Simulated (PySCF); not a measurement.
**A small calculation by hand: chemical shift, span and skew from a shielding tensor**

Zn(NH2)(SMe) (CH₅NSZn), SMILES C[S][Zn][NH2]. Atoms are numbered in the order given.

```xyz
9

Zn     0.0926    -0.6712     0.0000
N     -0.2960    -2.4380     0.0000
H     -0.6578    -2.9050     0.8257
H     -0.6578    -2.9050    -0.8257
S      0.6602     1.4166     0.0000
C     -0.9942     2.1976     0.0000
H     -1.5751     1.9381     0.8971
H     -0.8390     3.2862     0.0000
H     -1.5751     1.9381    -0.8971
```

Geometry: ωB97X-D3(BJ)/def2-SVP. The structure was generated by enumeration; whether it is a known compound was not checked. One conformer was computed; it need not be the lowest.

GIAO shieldings from PySCF with PBE/pcSseg-1, non-relativistic, no solvent. The symmetric part of the tensor of N2 has the principal values 228.6, 265.8, 303.0 ppm. The same nucleus in NH3 has σ = 267.0 ppm at this level (PySCF, at its B3LYP-D3(BJ)/def2-TZVP geometry).

### Question
Work out the isotropic shielding, the ¹⁵N shift against NH3, the span and the skew.

### Answer

σ(iso) = (σ11 + σ22 + σ33)/3 = 265.8 ppm. δ = σ(ref) − σ(iso) = 267.0 − (265.8) = 1.2 ppm.
Span Ω = σ33 − σ11 = 74.4 ppm. Skew κ = 3(σ(iso) − σ22)/Ω = 0.00. Tumbling in solution averages the tensor to δ; in a static solid the shielding alone would spread this spin-1/2 line over Ω.
